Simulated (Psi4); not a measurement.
aluminum atom (Al), doublet.

Here is a job for Psi4.
```
memory 2 GB

molecule mol {
0 2
Al    0.000000    0.000000    0.000000
}

set {
  basis pcseg-1
  reference uks
}

energy('wb97x')
print_variables()
```

Problem. What <S^2> does WB97X/pcseg-1 (Psi4) give?

Solution. 0.752

Problem. Predict the total energy from WB97X/pcseg-1.

Solution. -242.3362 Eh

Problem. What number of basis functions does WB97X/pcseg-1 give?

Solution. 18

These values belong to the state on which the SCF converged, which isn't shown to be the lowest.
